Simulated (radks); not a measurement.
Q: La39+, configuration [Ar]. All-electron calculation, scalar-relativistic Kohn-Sham, exchange-only LDA, spin-polarised, spherical densities, point nucleus. Program: a radial shooting solver on a logarithmic mesh with Libxc functionals. Some entries of the table are withheld. Estimate them.

orbital  occ.  eigenvalue (Ry)  <1/r> (bohr^-1)
1s          2        -3008.139            61.96
2s          2        -611.7026              (1)
2p          6        -566.0982              (2)
3s          2        -230.1318            5.718
3p          6        -215.9271            5.473

A: 
(1) 2s <1/r> (bohr^-1): 14.41
(2) 2p <1/r> (bohr^-1): 13.65
